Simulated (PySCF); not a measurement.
PySCF input file for C₂H₅FOSi₂, SMILES [SiH2]1CC(=O)[Si@H]1F, PBE/pcSseg-1. Geometry optimised at B3LYP-D3(BJ)/def2-SVP. The structure was generated by enumeration; whether it is a known compound was not checked.

```python
import numpy as np
from pyscf import gto, scf, dft
from pyscf.prop.nmr import rks as nmr

mol = gto.M(
    atom='''
    O    -1.74792667    1.66420754   -0.23755465
    C    -0.89354535    0.82026612   -0.32196834
    C     0.12883645    0.67486917   -1.46567070
    Si    1.63582187    0.00726213   -0.45926439
    Si   -0.15167494   -0.44079816    1.01121490
    F    -0.76678892   -1.94997608    0.86483316
    H    -0.20718105   -0.16953372   -2.09949340
    H     0.20641841    1.57443421   -2.09536049
    H     2.55985953    1.08742615   -0.01394774
    H     2.37814152   -1.09675203   -1.12322383
    H    -0.24252813   -0.06075768    2.44749112
    ''',
    basis='pcSseg-1',
    charge=0,
    spin=0,
    max_memory=1600,
    verbose=3,
)
mf = dft.RKS(mol, xc='pbe')
mf.grids.level = 3
mf.conv_tol = 1e-10
mf.max_cycle = 100
mf.kernel()
n = nmr.NMR(mf)
n.verbose = 2
n.max_cycle_cphf = 60
sigma = n.kernel()
print('atom   isotropic/ppm   span/ppm')
for i, s in enumerate(sigma):
    w = np.linalg.eigvalsh((s + s.T) / 2)
    print(f'{mol.atom_symbol(i):2s}{i + 1:3d} {w.mean():14.3f} {w[2] - w[0]:11.3f}')
```

Output:

```
converged SCF energy = -832.688747472433
atom   isotropic/ppm   span/ppm
O   1       -464.239    1436.422
C   2        -48.456     161.322
C   3        121.958     109.166
Si  4        434.297     106.737
Si  5        276.180     214.209
F   6        383.457     147.780
H   7         28.047       7.891
H   8         27.924       7.962
H   9         27.517       8.777
H  10         27.239       8.464
H  11         24.701       6.485
```

Self-consistency was reached.

Cost: around 40 core-seconds (rough).
